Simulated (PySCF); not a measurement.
Vertical excitation energies

C₆H₇N₃.
Atom-mapped SMILES: `[CH2:1]=[CH:2][c:3]1[cH:4][c:5]([CH3:6])[n:7][n:8][n:9]1` (hydrogens: H10, H11 on C1; H12 on C2; H13 on C4; H14, H15, H16 on C6)

Cartesian coordinates in Å at the GFN2-xTB level; atoms count from 1:
```xyz
16
C6H7N3 angstrom
C      3.2736    0.1274   -0.1622
C      2.1013   -0.4313   -0.4380
C      0.8350    0.1233    0.0162
C     -0.3884   -0.4777   -0.2813
C     -1.5224    0.1590    0.2153
C     -2.9031   -0.3537   -0.0139
N     -1.3961    1.2767    0.9310
N     -0.2304    1.7786    1.1686
N      0.8575    1.2504    0.7451
H      3.3225    1.0311    0.4211
H      4.2003   -0.2975   -0.5072
H      2.0288   -1.3394   -1.0226
H     -0.4519   -1.3849   -0.8646
H     -3.1106   -0.4063   -1.0817
H     -3.6194    0.3092    0.4625
H     -3.0043   -1.3559    0.4002
```

Level of theory: TDDFT B3LYP/def2-SVPD, vertical, gas phase, core orbitals frozen in the response (PySCF).

Task: What does the calculation give for the low-lying excited states?

Result: 

```
state  E (eV)  λ (nm)       f  symmetry  main configurations (H = HOMO, L = LUMO)
   S1    3.10   399.8  0.0001         –                                 H→L (99%)
   S2    3.34   371.7  0.0036        A″                              H→L+1 (100%)
   S3    3.97   312.6  0.0021        A″                               H-1→L (98%)
   S4    4.14   299.3  0.0007         –                             H-1→L+1 (99%)
   S5    4.91   252.6   0.030        A′   H-2→L+1 (77%), H-2→L (11%), H-3→L (10%)
   S6    5.23   237.2   0.403        A′                H-2→L (84%), H-2→L+1 (10%)
   S7    5.87   211.3  0.0010         –                               H→L+3 (98%)
   S8    5.92   209.5   0.041        A′  H-3→L (72%), H-2→L+1 (10%), H-4→L+1 (9%)
```

Triplets, Tamm–Dancoff:

```tsv
state	E (eV)	λ (nm)	main configurations (H = HOMO, L = LUMO)
T1	2.47	502.3	H→L+1 (85%), H→L (8%)
T2	2.81	441.2	H→L (86%), H→L+1 (9%)
T3	3.36	369.2	H-2→L (92%)
```

The lowest singlet lies at 3.10 eV (400 nm, visible) and is dark (f under 0.0005); its leading configuration is HOMO→LUMO (99%). The most intense listed level is S6 at 5.23 eV (237 nm, f = 0.403), 2.13 eV above S1. Löwdin shares by element: HOMO nitrogen 86%, carbon 5% or more; LUMO carbon 48% or more, nitrogen 14% or more (atoms not listed hold the other 38%). The listed states span 2.82 eV, and the widest gap between neighbours is 0.77 eV (S4 to S5). Of the 8 states listed, 3 reach f = 0.01 and 1 stays under 0.0005. The oscillator strengths of these states sum to 0.482; summed over the whole spectrum of an exact calculation they would give the number of electrons, 64 (Thomas–Reiche–Kuhn). S1 lies in the visible range (380 to 750 nm), at 400 nm, dark in the vertical dipole picture (f under 0.0005); light of that wavelength is violet, and its complementary colour is yellow-green; a Tamm–Dancoff triplet lies at 502 nm, without intensity as long as spin–orbit coupling is left out. Symmetry labels in Cs follow from the direction of the transition dipole and are given only for states with f of 0.002 or more. Singlets were solved by full linear response, triplets in the Tamm–Dancoff approximation.

One conformer stands for the species.
